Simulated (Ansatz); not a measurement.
In₇Sb₆F₃. Total charge 0; singlet. Geometry PBE-D4/def2-SVP, basis def2-TZVP, Ansatz.

Cartesian coordinates in Å:
```
Sb -1.190 -3.730 -1.295
Sb -2.429 0.303 1.906
Sb -0.544 -1.184 3.550
Sb 1.565 1.914 -2.688
Sb 0.916 -3.551 -3.032
Sb -0.886 3.036 -2.049
In -0.548 -1.886 0.813
In -1.674 -0.031 -1.540
In -0.079 1.905 3.861
In -0.910 2.503 0.776
In 1.166 -0.919 -2.184
In 2.120 3.432 -0.042
In 2.419 -0.258 2.124
F -2.621 -2.208 -1.864
F 1.480 -1.044 0.138
F 1.214 1.718 1.527
```

```
run  HOMO (eV)  LUMO (eV)
  A      -4.89      -3.39
  B      -4.40      -3.70
  C      -4.32      -3.61
  D      -4.57      -3.78
  E      -5.04      -3.32
```

In the def2 sets In, Sb take a core potential; there is no spin–orbit coupling. B3LYP takes the VWN-RPA correlation. Single mean-field runs in def2-TZVP are fitted with def2-universal-jkfit.

**Question.** The runs used B3LYP, PBE, PBE0, r2SCAN, revPBE. Estimate which is which.

**Answer.** A B3LYP (20 % exact exchange); B PBE (0 % exact exchange); C revPBE (0 % exact exchange); D r2SCAN (0 % exact exchange); E PBE0 (25 % exact exchange). Exact exchange lowers occupied and raises empty levels; among semilocal functionals meta-GGAs tend to open the gap a little, and such runs are hard to tell apart. The gap grows from 0.70 eV (PBE) to 1.72 eV (PBE0). The restricted singlet is unstable towards broken spin symmetry in Hartree–Fock (as tested in another run); at B3LYP-D4/def2-TZVP, PBE-D4/def2-TZVP, revPBE-D4/def2-TZVP, r2SCAN-D4/def2-TZVP and others this wasn't settled.
